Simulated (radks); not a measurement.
Spherical jellium clusters: N electrons in a uniform positive sphere of charge N and radius rs N^(1/3), rs = 3.6 bohr. Method: non-relativistic Kohn-Sham, LDA (Slater exchange, Perdew-Wang correlation), spin-polarised, spherical densities; computed with a radial shooting solver with Libxc functionals. Levels are named by radial order and angular momentum (1s, 1p, 1d, 2s, ...), and open shells are averaged over m.

N = 12, configuration 1s2 1p6 1d(up 4, down 0). This is the lowest configuration that the search found. Occupied and some empty levels:

level    occupation  eigenvalue (eV)  <r> (bohr)
1s up             1          -5.6673       5.307
1s down           1          -5.3002       5.097
1p up             3          -4.4161       6.379
1p down           3          -3.9472       6.337
1d up             4          -2.8874       7.290
1d down           0          -2.4021       7.386
2s up             0          -2.2975       6.771
2s down           0          -2.0461       6.974
1f up             0          -1.2177       8.357
2p up             0         -0.87250       9.511
1f down           0         -0.78568       8.701
2p down           0         -0.66655       10.07

Energy (eV): total -20.3648, kinetic 25.648, external -556.44, Hartree 272.18, exchange-correlation -47.001, background 285.26.

Electron density:

r (bohr)  n(r) (e/bohr^3)
0.272            0.002922
0.955            0.003153
1.64             0.003613
2.32             0.004235
3.00             0.004922
3.69             0.005541
4.37             0.005939
5.05             0.005970
5.74             0.005542
6.42             0.004683
7.10             0.003556
7.78             0.002414
8.47             0.001478
9.15            0.0008358
9.83            0.0004478
10.5            0.0002298
11.2            0.0001158
11.9           0.00005718
12.6           0.00002788
13.2           0.00001332
